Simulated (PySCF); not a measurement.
Compound: C4H14BrNSi2.
Geometry (PBE0-D3(BJ)/def2-SVP, Å), atoms numbered from 1 in this order:
```xyz
22
C4H14BrNSi2 angstrom
C      1.643    1.584    2.884
C      2.362    2.520    1.908
C      1.545    2.641    0.622
C      2.493    3.918    2.515
N      3.713    1.953    1.607
Si     3.992    1.005    0.151
Si     5.026    2.165    2.721
Br     6.190    4.053    2.375
H      0.632    1.953    3.115
H      1.554    0.575    2.454
H      2.200    1.504    3.830
H      2.033    3.313   -0.099
H      0.550    3.052    0.851
H      1.385    1.663    0.141
H      3.036    3.906    3.473
H      1.495    4.337    2.713
H      3.026    4.594    1.831
H      3.077   -0.176    0.073
H      5.400    0.524    0.228
H      3.831    1.794   -1.107
H      4.542    2.239    4.126
H      6.001    1.060    2.552
```

Method used: PySCF 2.14.0, PBE0-D3(BJ)/def2-SVP geometry optimisation, gas phase.

Masses are those of the commonest isotopes; rigid-rotor values at the optimised geometry. The values belong to one conformer with, in the numbering `[CH3:1][C:2]([CH3:3])([CH3:4])[N:5]([SiH3:6])[SiH2:7][Br:8]`, C2–N5–Si7–Br8 -89°.

(1) Give the principal moments of inertia and the rotational constants in cm⁻¹.

(2) What kind of rotor is it?

(3) Is it planar, by Δ = Ic − Ia − Ib?

(4) List the rotational levels J(Ka,Kc) to J = 5 (K).

(5) Which lines would a microwave search look for?

(6) Estimate the classical rotational partition function at 10 K, 25 K and 298.15 K.

Results:

(1) Ia = 345.79, Ib = 893.09, Ic = 1026.88 u·Å²; 505379 MHz·u·Å²/I gives 1462, 565.9 and 492.1 MHz, that is A = 0.04875, B = 0.01888, C = 0.01642 cm⁻¹.

(2) An asymmetric top: κ = (2 × 565.9 − 1462 − 492.1)/(1462 − 492.1) = -0.85.

(3) Not planar: Δ = Ic − Ia − Ib = -211.99 u·Å². For a rigid frame Δ = −2 Σ m c², so Σ m c² = 106.00 u·Å² lies off the ab plane: 28.26 from hydrogen and 77.74 from heavier atoms. The atom farthest from that plane is 2.16 Å away.

(4) Above 0(0,0), as E/k:
J = 1: 1(0,1) 0.051, 1(1,1) 0.094, 1(1,0) 0.097
J = 2: 2(0,2) 0.152, 2(1,2) 0.192, 2(1,1) 0.202, 2(2,1) 0.331, 2(2,0) 0.332
J = 3: 3(0,3) 0.304, 3(1,3) 0.339, 3(1,2) 0.360, 3(2,2) 0.484, 3(2,1) 0.485, 3(3,1) 0.708, 3(3,0) 0.708
J = 4: 4(0,4) 0.505, 4(1,4) 0.534, 4(1,3) 0.570, 4(2,3) 0.687, 4(2,2) 0.690, 4(3,2) 0.911, 4(3,1) 0.911, 4(4,1) 1.224, 4(4,0) 1.224
J = 5: 5(0,5) 0.755, 5(1,5) 0.779, 5(1,4) 0.831, 5(2,4) 0.940, 5(2,3) 0.947, 5(3,3) 1.166, 5(3,2) 1.166, 5(4,2) 1.478, 5(4,1) 1.478, 5(5,1) 1.881, 5(5,0) 1.881
Those of J = 1 are B + C, A + C and A + B.

(5) The dipole components are |μa| = 2.41 D, |μb| = 0.87 D, |μc| = 0.29 D. The squared components, which scale the intensities, stand as 1.00 : 0.13 : 0.01 (a : b : c). Some lines, for components of 0.1 D or more:

| type | branch | J(Ka,Kc) | MHz | lower level (cm⁻¹) |
| --- | --- | --- | --- | --- |
| c | Q | 3(1,3) ← 3(0,3) | 730 | 0.211 |
| c | Q | 2(1,2) ← 2(0,2) | 826 | 0.106 |
| c | Q | 1(1,1) ← 1(0,1) | 896 | 0.035 |
| b | Q | 1(1,0) ← 1(0,1) | 969 | 0.035 |
| b | Q | 2(1,1) ← 2(0,2) | 1047 | 0.106 |
| b | Q | 3(1,2) ← 3(0,3) | 1173 | 0.211 |
| b | R | 2(0,2) ← 1(1,1) | 1216 | 0.065 |
| c | R | 1(1,0) ← 0(0,0) | 2027 | 0.000 |
| a | R | 2(1,2) ← 1(1,1) | 2042 | 0.065 |
| a | R | 2(1,1) ← 1(1,0) | 2190 | 0.068 |
| b | R | 3(0,3) ← 2(1,2) | 2330 | 0.133 |
| b | Q | 3(2,1) ← 3(1,2) | 2601 | 0.250 |
| c | Q | 2(2,1) ← 2(1,1) | 2687 | 0.141 |
| b | Q | 2(2,1) ← 2(1,2) | 2908 | 0.133 |
| a | R | 3(1,3) ← 2(1,2) | 3061 | 0.133 |
| a | R | 3(2,2) ← 2(2,1) | 3174 | 0.230 |
| a | R | 3(2,1) ← 2(2,0) | 3191 | 0.230 |
| a | R | 3(1,2) ← 2(1,1) | 3282 | 0.141 |
| b | R | 3(1,3) ← 2(0,2) | 3887 | 0.106 |
| b | R | 3(2,2) ← 2(1,1) | 5861 | 0.141 |
| c | R | 3(2,1) ← 2(1,1) | 5883 | 0.141 |
| b | R | 3(2,1) ← 2(1,2) | 6104 | 0.133 |
| b | R | 3(3,1) ← 2(2,0) | 7835 | 0.230 |
| c | R | 3(3,1) ← 2(2,1) | 7839 | 0.230 |

(6) Point group C1, symmetry number σ = 1; q = (√π/σ)·√((kT/h)³/(ABC)), k/h = 20836.6 MHz/K: 8360 at 10 K, 33000 at 25 K, 1360000 at 298.15 K.

No frequency check. Constants of a rigid frame at the computed geometry: no zero-point averaging, no centrifugal distortion. A rigid rotor knows nothing of internal rotation, which can split or shift real lines. Quadrupole hyperfine structure (14N, 79Br) is left out.

The run took about 5 min of CPU time (one thread, shared machine). That covers the optimisation of the geometry.
